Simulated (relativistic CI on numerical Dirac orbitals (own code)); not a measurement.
**Ligand-field terms of d8**

Computed with a parametric ligand-field model of a d^n configuration (Racah B and C, spin-orbit zeta, crystal field), exact diagonalisation.

Field parameters in Wybourne normalisation: Oh B⁴₀ = 21Dq, B⁴₄ = √(5/14) B⁴₀. The field is a parameter set, without covalency.

B = 720 cm⁻¹, C = 3310 cm⁻¹ (C/B = 4.60), Oh, no spin-orbit coupling. Tanabe-Sugano data, E/B above the lowest term (Δ = |10Dq|; b, c mark the second and third term of a kind):

```tsv
Δ/B	3A2	3T2	3T1	1E	1T2	1A1
1.0	0.00	1.00	1.79	14.92	15.59	21.97
3.0	0.00	3.00	5.29	15.77	18.19	23.34
5.0	0.00	5.00	8.68	16.19	20.61	24.52
7.0	0.00	7.00	11.92	16.43	22.90	25.52
9.0	0.00	9.00	15.00	16.58	25.11	26.38
11.0	0.00	11.00	17.92	16.68	27.27	27.11
13.0	0.00	13.00	20.68	16.76	29.38	27.74
15.0	0.00	15.00	23.29	16.81	31.48	28.27
17.0	0.00	17.00	25.79	16.85	33.55	28.74
19.0	0.00	19.00	28.19	16.89	35.61	29.15
21.0	0.00	21.00	30.51	16.92	37.66	29.51
23.0	0.00	23.00	32.78	16.94	39.70	29.82
25.0	0.00	25.00	35.00	16.96	41.74	30.10
27.0	0.00	27.00	37.18	16.98	43.77	30.35
29.0	0.00	29.00	39.34	16.99	45.80	30.57
31.0	0.00	31.00	41.47	17.00	47.82	30.77
33.0	0.00	33.00	43.58	17.02	49.85	30.95
35.0	0.00	35.00	45.68	17.03	51.86	31.12
37.0	0.00	37.00	47.77	17.03	53.88	31.27
39.0	0.00	39.00	49.84	17.04	55.90	31.41
41.0	0.00	41.00	51.91	17.05	57.91	31.53
43.0	0.00	43.00	53.97	17.06	59.92	31.65
45.0	0.00	45.00	56.03	17.06	61.94	31.76
47.0	0.00	47.00	58.08	17.07	63.95	31.86
```

The ground term stays 3A2.
